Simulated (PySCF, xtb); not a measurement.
CNO, SMILES C(=[N])=O (connectivity only; charge and spin as stated), charge -1, multiplicity 1.

xtb with GFN2-xTB at its own geometry gives an orbital gap of 7.03 eV.

Coordinates come from a B3LYP-D3(BJ)/def2-TZVPD optimisation. The multiplicity is an assumed one; other spin states were not compared. The isomer is the one that the SMILES or the coordinates give; other isomers of the formula were not compared.

Q: What does PySCF with PBE/def2-TZVPD give? (Estimate from the structure and the level; the computed values follow.)

A: gap 3.76 eV (levels 0.36 and 4.12 eV).
